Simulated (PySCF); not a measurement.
C₂H₃, doublet, geometry from GFN2-xTB. Base run: B3LYP/cc-pVDZ (PySCF).

The PySCF input:
```python
from pyscf import gto, scf, dft

mol = gto.Mole()
mol.atom = '''
    C     0.668013   -0.251064    0.020416
    C    -0.563309    0.124145   -0.015798
    H     1.642849    0.177137    0.037343
    H    -0.889951    1.168198   -0.040699
    H    -1.381118   -0.583818   -0.024351
'''
mol.basis = 'cc-pvdz'
mol.charge = 0
mol.spin = 1
mol.verbose = 4
mol.build()

mf = dft.UKS(mol)
mf.xc = 'b3lyp'
mf.kernel()
mo_i, mo_e, stable_i, stable_e = mf.stability(internal=True, external=False, return_status=True, nroots=6, tol=1e-6)
print('internally stable:', stable_i, ' externally stable:', stable_e)
if not stable_i:
    umf = mf.copy()
    umf.scf_summary = {}
    umf.kernel(umf.make_rdm1(mo_i, mf.mo_occ))
mf.analyze()
```

The bond that is stretched is that between atoms 4 and 2. A test that says stable can miss a lower solution.

The base run was repeated with changes; each row names its change, and settings that it needs were set with it.

| change | ΔE vs base (kcal/mol) | <S^2> | stability test says |
|---|---|---|---|
| base | 0.000 | 0.759 | internally stable (external not tested) |
| bond × 1.25 | 15.32 | 0.763 | internally stable (external not tested) |
| bond × 1.5 | 39.58 | 0.787 | internally stable (external not tested) |
| bond × 1.8 | 58.56 | 0.829 | internally stable (external not tested) |
| bond × 2.2 | 66.7 | 0.790 | internally stable (external not tested) |
| bond × 3.0 | 68.5 | 0.751 | internally stable (external not tested) |

On stretching, the SCF can end on different states; <S^2> shows the spin contamination of each.
